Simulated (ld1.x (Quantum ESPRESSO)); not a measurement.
# Varying the TM potential for Se (Z = 34)

Base potential:

- Element: Se (Z = 34)
- Generator: ld1.x (Quantum ESPRESSO) 7.5
- Type: norm-conserving Troullier–Martins (Kleinman–Bylander form)
- Functional: PBE
- Relativity: fully relativistic
- Frozen core: [Ar] 3d10
- Valence charge: 6
- Reference configuration: 4s2 4p4
- Partial waves: 4s (bound): rc 1.60 bohr; 4p (bound): rc 2.00 bohr
- Local potential: all-electron potential smoothed inside 1.50 bohr (lloc = -1)
- Core correction: Bessel-smoothed model core, default radius (core density twice the valence density)

Open shells are filled in proportion to 2j + 1 (rel_dist='average').

All-electron outer shells of the reference configuration (PBE, scalar-relativistic, ld1.x):

```tsv
shell	level (eV)	outermost node (bohr)	outermost maximum (bohr)
3p	-152.98	0.21	0.50
3d	-53.12	–	0.45
4s	-17.29	0.70	1.51
4p	-6.51	0.74	1.82
```

Cutoffs, loose and tight: the cutoffs (Ry, on a coarse ladder) from which the occupation-weighted sum of valence levels, in a spherical-Bessel basis at the reference potential, stays within 10 and 1 mRy of its value at 400 Ry. They do not see the model core or the augmentation charge, which bear on the density cutoff. Test errors are all-electron minus pseudo excitation energies from the reference, over the configurations 4s2 4p3; 4s2 4p2; 4s2 4p1; 4s1 4p4; 4s2 4p4.3; 4s2 4p0; 4s2 4p3.5. A dash means not determined; rows that change the core or the reference have their own tests. The largest error is taken over the tests solved by every variant that gives reliable tests at all: 4s2 4p0; 4s2 4p3.5; 4s2 4p4.3.

A true bound ghost makes a file unfit for plane-wave use even where its test errors are small: the radial tests pick states by their node count and pass the ghost by. Where a test does run into it, the solver fails or the error is huge.

The default core radius of the base comes out at 1.15 bohr.

| change | outcome | cutoff, loose | cutoff, tight | bound ghosts | largest test error (meV) |
| --- | --- | --- | --- | --- | --- |
| base | generated | 35 Ry | 50 Ry | none | -92 |
| type PAW; waves now 4s (bound): rcut 1.40, rcutus 1.60 bohr; 4s channel at 1.65 Ry: rcut 1.40, rcutus 1.60 bohr; 4p (bound): rcut 1.75, rcutus 2.00 bohr; 4p channel at 0.25 Ry: rcut 1.75, rcutus 2.00 bohr; local potential all-electron potential smoothed inside 1.25 bohr (lloc = -1); augmentation GAUSS, radius 1.20 bohr | failed: new_paw_hamiltonian: negative rho | – | – | – | – |
| wave 4s (bound): rc 1.60 bohr becomes 4s (bound): rc 1.00 bohr | generated | 200 Ry | over 300 Ry | none | -57 |
| functional BP86 | generated | 35 Ry | 55 Ry | none | -84 |
| local potential the s channel | generated | 40 Ry | 55 Ry | p1/2 | -141 |
| wave 4p (bound): rc 2.00 bohr becomes 4p (bound): rc 1.78 bohr | generated | 35 Ry | 55 Ry | none | -66 |
| non-relativistic | generated | 35 Ry | 50 Ry | none | -65 |
| core [Ar], valence charge 16; reference 3d10 4s1 4p5; waves now 4p (bound): rc 1.25 bohr; 3d (bound): rc 0.60 bohr; 4s (bound): rc 1.50 bohr; local potential the s channel; core correction a·sin(br)/r model core inside 0.40 bohr | failed: run_pseudo: Errors in PS-KS equation | – | – | – | – |

Problem. What comes out with this change to the base: local potential the p channel?

Solution. outcome: generated, misses its reference levels by 0.25 eV; cutoff, loose: 40 Ry; cutoff, tight: 55 Ry; bound ghosts: none; largest test error (meV): -184.

Problem. What comes out with this change to the base: core correction none?

Solution. outcome: generated; cutoff, loose: 35 Ry; cutoff, tight: 50 Ry; bound ghosts: none; largest test error (meV): +6.9.

Problem. What comes out with this change to the base: local potential all-electron potential smoothed inside 0.78 bohr (lloc = -1)?

Solution. outcome: generated; cutoff, loose: 40 Ry; cutoff, tight: 50 Ry; bound ghosts: s, p3/2, p1/2, d; largest test error (meV): -141.
